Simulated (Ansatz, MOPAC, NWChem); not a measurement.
**GeCl4 (SMILES [Cl][Ge]([Cl])([Cl])[Cl]): the zero-point energy at each level's own minimum, rung by rung**

GeCl4, singlet, SMILES `[Cl][Ge]([Cl])([Cl])[Cl]`. Each level relaxes the structure for itself.

Quantity: the zero-point energy at each level's own minimum, in kJ/mol. The values are calculated.

```csv
level,kind,program,value (kJ/mol)
AM1,semi-empirical,MOPAC,13.8
MNDO,semi-empirical,MOPAC,13.5
PM6,semi-empirical,MOPAC,13.0
PM7,semi-empirical,MOPAC,13.6
HF/STO-3G,Hartree–Fock,Ansatz,16.7
HF/3-21G,Hartree–Fock,Ansatz,15.2
HF/6-31G* (Cartesian functions),Hartree–Fock,Ansatz,16.0
PBE-D3(BJ)/def2-SVP,GGA,NWChem,14.5
PBE/def2-SVP,GGA,Ansatz,14.4
PBE0-D4/def2-TZVP,global hybrid,Ansatz,15.2
```

All-electron rows without a relativistic Hamiltonian named are non-relativistic. Harmonic and unscaled. The values span 13.0 to 16.7 kJ/mol.
